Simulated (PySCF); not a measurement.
## From computed data to an observable: oscillator strength and radiative lifetime

Sn(I)(SiH3) (H3ISiSn), SMILES [Sn]([SiH3])[I] (connectivity only; charge and spin as stated), neutral, multiplicity 1.

Coordinates come from a B3LYP-D3(BJ)/def2-SVP optimisation. The def2 effective core potentials stand for the cores of I, Sn; spin–orbit coupling is left out.

TDA-LC-ωPBE/def2-SVPD in PySCF puts the first singlet state with f over 0.02 at 4.35 eV (vertical), with the transition dipole (0.192, -0.623, 0.000) in atomic units.

Question: Find the oscillator strength, the wavelength and the radiative lifetime that this transition would have in vacuum if emission retraced absorption.

Answer: 
|μ|² = 0.4250 au, so |μ| = 1.66 D. ΔE = 4.35/27.211 = 0.1599 hartree. f = (2/3) ΔE |μ|² = 0.045 (the program prints 0.045).
λ = 1239.84/4.35 = 285 nm; ν = 35085 cm⁻¹.
Einstein's coefficient A = 0.6670 ν² f s⁻¹ (ν in cm⁻¹) = 3.7e7 s⁻¹, so τ = 1/A = 27 ns. This state is S5; the lower singlets have f = 0.004, 0.007, 0.012, 0.001. The figure is the radiative limit of this one transition; relaxation, internal conversion, crossing to triplets and a medium change what is measured.
